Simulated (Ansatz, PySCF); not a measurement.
Gas-phase reaction in SMILES: [I][Tl] -> [I][Tl] as doublet, charge -1 (an electron is taken up)
Geometries: B3LYP-D3(BJ)/def2-TZVP minima from Ansatz (a quantum-chemistry and plane-wave program). A spin state is the lowest found, not a proven ground state.

Wanted: adiabatic electron affinity (0 K, with B3LYP-D3(BJ) harmonic zero-point energies from PySCF), positive where the reaction releases energy, in eV. Correlated levels leave the core frozen unless marked. Open shells are spin-unrestricted. No spin-orbit coupling. The frozen core is the preceding noble-gas configuration, with the filled d and f shells of earlier blocks. In def2 rows, elements after Kr have scalar-relativistic effective core potentials. Anions need diffuse functions: def2-D sets add few; the other sets have none. 

```tsv
level	program	adiabatic electron affinity (eV)
PBE-D3(BJ)/def2-TZVPD	Ansatz + dftd3	0.53
CAM-B3LYP-D4/def2-TZVPD	Ansatz + dftd4	0.64
LC-wPBE-D4/def2-TZVPD	Ansatz + dftd4	0.65
CCSD/def2-QZVPPD	Ansatz	0.55
CCSD(T)/def2-QZVPP	Ansatz	0.53
CCSD(T)/def2-QZVPPD	Ansatz	0.56
```
